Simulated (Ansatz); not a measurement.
LiBe, multiplicity 2 (lowest of 2S+1 = 2, 4 at CCSD(T)/def2-TZVPP on PBE0 minima; our sources give no spin for the ground state, which may be another), most abundant isotopes (7.0160 and 9.0122 u). Constants from fifth-degree fits in 1/R to seven points on the lowest solution found; no spin–orbit coupling, no relativity up to Kr; ω_e x_e and α_e move by some per cent with the fit.

Cores are frozen in the correlated methods. CBS(a, b) extrapolates the correlation energy as X⁻³ and adds the Hartree–Fock energy of set b.

Run with Ansatz (a first-principles code) with Gaussian orbitals. Values without a source in brackets are computed.

```
level                                  r_e (Å)  ω_e (cm⁻¹)  ω_e x_e (cm⁻¹)  α_e (cm⁻¹)
-------------------------------------  -------  ----------  --------------  ----------
PBE/def2-TZVPP                          2.5856       340.0            5.58      0.0137
CCSD(T)/CBS(aug-cc-pVTZ, aug-cc-pVQZ)   2.5973       317.3            9.40      0.0192
```

D_e from total energies of the atoms and the molecule: 0.56 eV at PBE/def2-TZVPP.

Q: Derive the rotational constants, the centrifugal constant, the fundamental, the zero-point energy and the force constant, and test the Morse rule for the well depth.

A: 
μ = 3.94489 u.
- PBE/def2-TZVPP: B_e = 16.8576/(μ r_e²) = 0.63921 cm⁻¹; B₀ = B_e − α_e/2 = 0.63237 cm⁻¹; D = 4B_e³/ω_e² = 9.04e-06 cm⁻¹; fundamental ω_e − 2ω_e x_e = 329 cm⁻¹; zero-point energy ω_e/2 − ω_e x_e/4 = 169 cm⁻¹; k = μ(2πcω_e)² = 26.9 N/m; a Morse well would hold ω_e²/(4ω_e x_e) = 0.64 eV against the computed D_e of 0.56 eV
- CCSD(T)/CBS(aug-cc-pVTZ, aug-cc-pVQZ): B_e = 16.8576/(μ r_e²) = 0.63346 cm⁻¹; B₀ = B_e − α_e/2 = 0.62384 cm⁻¹; D = 4B_e³/ω_e² = 1.01e-05 cm⁻¹; fundamental ω_e − 2ω_e x_e = 299 cm⁻¹; zero-point energy ω_e/2 − ω_e x_e/4 = 156 cm⁻¹; k = μ(2πcω_e)² = 23.4 N/m

Doubts at one or more of the structures used: T1 above 0.05 (CCSD(T)/CBS(aug-cc-pVTZ, aug-cc-pVQZ)); a spin-contaminated determinant (CCSD(T)/CBS(aug-cc-pVTZ, aug-cc-pVQZ)).
